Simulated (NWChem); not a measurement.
System: GeN2H4, singlet; SMILES [NH2][Ge][NH2]

Parts of the log:

```
             Northwest Computational Chemistry Package (NWChem) 7.3.0
             --------------------------------------------------------

                             Geometry "geometry" -> ""
                             -------------------------

 Output coordinates in angstroms (scale by  1.889725989 to convert to a.u.)

  No.       Tag          Charge          X              Y              Z
 ---- ---------------- ---------- -------------- -------------- --------------
    1 Ge                  32.0000     0.00000000     0.00000000    -0.45612100
    2 N                    7.0000     1.38435800     0.00000000     0.76597600
    3 H                    1.0000     2.34778900     0.00000000     0.45678600
    4 H                    1.0000     1.30242400     0.00000000     1.77673100
    5 N                    7.0000    -1.38435800     0.00000000     0.76597600
    6 H                    1.0000    -1.30242400     0.00000000     1.77673100
    7 H                    1.0000    -2.34778900     0.00000000     0.45678600

 Effective nuclear repulsion energy (a.u.)     184.6972762292

                              NWChem Property Module
                              ----------------------

                                 NWChem DFT Module
                                 -----------------

 Summary of "ao basis" -> "ao basis" (spherical)
 ------------------------------------------------------------------------------
       Tag                 Description            Shells   Functions and Types
 ---------------- ------------------------------  ------  ---------------------
 Ge                        def2-svpd                14       38   6s4p4d
 N                         def2-svpd                 8       20   4s2p2d
 H                         def2-svpd                 4        8   2s2p

            General Information
            -------------------
          SCF calculation type: DFT
          Wavefunction type:  closed shell.
          No. of atoms     :     7
          No. of electrons :    50
           Alpha electrons :    25
            Beta electrons :    25
          Charge           :     0
          Spin multiplicity:     1
          Use of symmetry is: off; symmetry adaption is: off
          Maximum number of iterations: 150
          AO basis - number of functions:   110
                     number of shells:    46
          Convergence on energy requested:  1.00D-06
          Convergence on density requested:  1.00D-05
          Convergence on gradient requested:  5.00D-04

              XC Information
              --------------
                         B3LYP Method XC Potential
                     Hartree-Fock (Exact) Exchange  0.200
                        Slater Exchange Functional  0.800 local
                    Becke 1988 Exchange Functional  0.720 non-local
              Lee-Yang-Parr Correlation Functional  0.810
                  VWN I RPA Correlation Functional  0.190 local

             Grid Information
             ----------------
          Grid used for XC integration:  medium
          Radial quadrature: Mura-Knowles
          Angular quadrature: Lebedev.
          Tag              B.-S. Rad. Rad. Pts. Rad. Cut. Ang. Pts.
          ---              ---------- --------- --------- ---------
          Ge                  1.25      112           9.0       590
          N                   0.65       49          11.0       434
          H                   0.35       45          12.0       434
          Grid pruning is: on
          Number of quadrature shells:   390
          Spatial weights used:  Erf1

      Superposition of Atomic Density Guess
      -------------------------------------

 Sum of atomic energies:       -2185.52982451

      Non-variational initial energy
      ------------------------------

 Total energy =   -2186.562761
 1-e energy   =   -3411.635034
 2-e energy   =    1040.374997
 HOMO         =      -0.274854
 LUMO         =      -0.011253

   convergence    iter        energy       DeltaE   RMS-Dens  Diis-err
 ---------------- ----- ----------------- --------- --------- ---------
 d= 0,ls=0.0,diis     1  -2188.6034814337 -2.37D+03  1.36D-02  5.34D-01
 d= 0,ls=0.0,diis     2  -2188.5419437398  6.15D-02  6.11D-03  1.02D+00
 d= 0,ls=0.0,diis     3  -2188.6609709424 -1.19D-01  1.23D-03  4.40D-02
 d= 0,ls=0.0,diis     4  -2188.6653895548 -4.42D-03  4.23D-04  4.52D-03
 d= 0,ls=0.0,diis     5  -2188.6655927348 -2.03D-04  1.03D-04  5.62D-05
  Resetting Diis
 d= 0,ls=0.0,diis     6  -2188.6655966935 -3.96D-06  1.24D-05  4.89D-07
 d= 0,ls=0.0,diis     7  -2188.6655967894 -9.59D-08  2.91D-06  2.03D-08

         Total DFT energy =    -2188.665596789366
      One electron energy =    -3414.167867136961
           Coulomb energy =     1135.201824883298
    Exchange-Corr. energy =      -94.396830764904
 Nuclear repulsion energy =      184.697276229201

 Numeric. integr. density =       49.999996077200

                       DFT Final Molecular Orbital Analysis
                       ------------------------------------

 Vector   23  Occ=2.000000D+00  E=-2.904186D-01
              MO Center= -1.7D-07, -8.6D-10,  5.9D-01, r^2= 2.8D+00
   Bfn.  Coefficient  Atom+Function         Bfn.  Coefficient  Atom+Function
  ----- ------------  ---------------      ----- ------------  ---------------
    44      0.362634  2 N  py                80      0.362634  5 N  py
    47     -0.246448  2 N  py                83     -0.246448  5 N  py
    14     -0.199041  1 Ge py                17     -0.179781  1 Ge py
    11      0.119233  1 Ge py                20      0.041481  1 Ge d -1
    73     -0.041309  4 H  py               101     -0.041309  6 H  py

 Vector   24  Occ=2.000000D+00  E=-2.498905D-01
              MO Center= -1.2D-09, -1.3D-09, -6.5D-01, r^2= 2.6D+00
   Bfn.  Coefficient  Atom+Function         Bfn.  Coefficient  Atom+Function
  ----- ------------  ---------------      ----- ------------  ---------------
     4      0.541625  1 Ge s                 15     -0.322867  1 Ge pz
     3     -0.316217  1 Ge s                 18     -0.274873  1 Ge pz
     5      0.220426  1 Ge s                 12      0.186011  1 Ge pz
    41     -0.154433  2 N  s                 45     -0.155140  2 N  pz
    77     -0.154433  5 N  s                 81     -0.155140  5 N  pz

 Vector   25  Occ=2.000000D+00  E=-2.477140D-01
              MO Center=  1.6D-07,  1.9D-10,  7.5D-01, r^2= 3.0D+00
   Bfn.  Coefficient  Atom+Function         Bfn.  Coefficient  Atom+Function
  ----- ------------  ---------------      ----- ------------  ---------------
    44      0.420362  2 N  py                80     -0.420362  5 N  py
    47     -0.299387  2 N  py                83      0.299387  5 N  py
    19      0.054958  1 Ge d -2              73     -0.053978  4 H  py
   101      0.053978  6 H  py                65     -0.050480  3 H  py
   109      0.050480  7 H  py                34     -0.043287  1 Ge d -2

 Vector   26  Occ=0.000000D+00  E=-3.650252D-02
              MO Center= -1.2D-10, -4.7D-09, -4.6D-01, r^2= 3.3D+00
   Bfn.  Coefficient  Atom+Function         Bfn.  Coefficient  Atom+Function
  ----- ------------  ---------------      ----- ------------  ---------------
    17      0.677636  1 Ge py                14      0.422012  1 Ge py
    11     -0.234203  1 Ge py                44      0.211158  2 N  py
    80      0.211158  5 N  py                47     -0.179020  2 N  py
    83     -0.179020  5 N  py                35     -0.137437  1 Ge d -1
     8      0.075692  1 Ge py                73     -0.051549  4 H  py

 Vector   27  Occ=0.000000D+00  E= 1.088552D-02
              MO Center= -3.2D-07, -1.8D-09, -3.1D-01, r^2= 7.9D+00
   Bfn.  Coefficient  Atom+Function         Bfn.  Coefficient  Atom+Function
  ----- ------------  ---------------      ----- ------------  ---------------
    42      4.538485  2 N  s                 78     -4.538486  5 N  s
    60     -1.557027  3 H  s                104      1.557027  7 H  s
    68     -1.365808  4 H  s                 96      1.365808  6 H  s
    37      0.738528  1 Ge d  1              16     -0.675721  1 Ge px
    64      0.558549  3 H  px               108      0.558549  7 H  px

 Vector   28  Occ=0.000000D+00  E= 1.335485D-02
              MO Center=  2.8D-07, -5.4D-10,  1.1D+00, r^2= 9.1D+00
   Bfn.  Coefficient  Atom+Function         Bfn.  Coefficient  Atom+Function
  ----- ------------  ---------------      ----- ------------  ---------------
    42      3.604474  2 N  s                 78      3.604473  5 N  s
     5     -2.797598  1 Ge s                  6      1.433955  1 Ge s
    60     -1.349938  3 H  s                104     -1.349937  7 H  s
    68     -1.341701  4 H  s                 96     -1.341701  6 H  s
    74      0.607550  4 H  pz               102      0.607550  6 H  pz

     Multipole analysis of the density
     ---------------------------------

     L   x y z        total         alpha         beta         nuclear
     -   - - -        -----         -----         ----         -------
     0   0 0 0     -0.000000    -25.000000    -25.000000     50.000000

     1   1 0 0      0.000000      0.000000      0.000000      0.000000
     1   0 1 0      0.000000      0.000000      0.000000      0.000000
     1   0 0 1      0.497499     -0.313280     -0.313280      1.124058

     2   2 0 0    -19.036659    -83.166356    -83.166356    147.296054
     2   1 1 0      0.000000      0.000000      0.000000      0.000000
     2   1 0 1      0.000000      0.000000      0.000000     -0.000000
     2   0 2 0    -24.141095    -12.070547    -12.070547      0.000000
     2   0 1 1     -0.000000     -0.000000     -0.000000      0.000000
     2   0 0 2    -21.449170    -49.296376    -49.296376     77.143581

 *** CALLING NEW AORESP DRIVER FOR CLOSED AND OPEN SHELLS ***
 Entering AOResponse driver routine

--------------------------------------------------------------------------------

          -----------------------------------------------
          Solving response equations for perturbing field
          -----------------------------------------------

 number of frequencies:     1
 frequency in a.u.:  0.0000000E+00
 Perturbing field: electric
 Using El. Dipole Length Gauge

 Setting up CPKS with frequency omega =      0.00000000 a.u.

 STATIC response

                                NWChem CPHF Module
                                ------------------

  scftype          =     RHF
  nclosed          =       25
  nopen            =        0
  variables        =     2125
  # of vectors     =        3
  tolerance        = 0.10D-03
  level shift      = 0.00D+00
  max iterations   =       50
  max subspace     =       30

 SCF residual:    1.9507958977402564E-004

Iterative solution of linear equations
  No. of variables     2125
  No. of equations        3
  Maximum subspace       30
        Iterations       50
       Convergence  1.0D-04

   iter   nsub   residual    time
   ----  ------  --------  ---------
     1      3    3.70D+00      32.5
     2      6    2.79D+00      40.7
     3      9    7.34D-01      49.2
     4     12    6.14D-02      57.5
     5     15    4.93D-02      65.9
     6     18    9.48D-03      74.3
     7     21    1.19D-03      82.5
     8     24    3.84D-04      91.0
     9     27    1.57D-05      99.7

 Electric Dipole Response Matrix (nonzero elements):

              1        2        3
    1   62.3268  -0.0000  -0.0000
    2   -0.0000  41.5099   0.0000
    3   -0.0000   0.0000  54.5367

 ------------------------------------------
 average:        52.79115 + I       0.00000

 DFT Linear Response polarizability / au
 Frequency  =       0.0000000 / au
              X              Y              Z
 -----------------------------------------------
 X      62.3268280     -0.0000000     -0.0000000
 Y      -0.0000000     41.5098981      0.0000000
 Z      -0.0000000      0.0000000     54.5367387
 -----------------------------------------------
 Eigenvalues =      62.3268280     41.5098981     54.5367387
 Isotropic   =      52.7911549
 Anisotropic =      18.2171435
 -----------------------------------------------

 Magnetic Dipole Response Matrix (nonzero elements):

 Exiting AOResponse driver routine
```

Level: B3LYP/def2-SVPD. Low-valent species are run as closed-shell singlets; no triplet was tried in these runs. Structure relaxed at the B3LYP/6-31G* (spherical d) level.

Problem. Write an input that gives this output.

Solution. One answer among several that fit: the input that was run:
```
start job
memory heap 200 mb stack 900 mb global 1100 mb
geometry units angstroms noautosym nocenter noautoz
  Ge     0.000000     0.000000    -0.456121
  N      1.384358     0.000000     0.765976
  H      2.347789     0.000000     0.456786
  H      1.302424     0.000000     1.776731
  N     -1.384358     0.000000     0.765976
  H     -1.302424     0.000000     1.776731
  H     -2.347789     0.000000     0.456786
end
basis spherical
  Ge library def2-svpd
  N library def2-svpd
  H library def2-svpd
end
dft
  xc b3lyp
  iterations 150
end
property
  response 1 0.0
end
task dft property
```
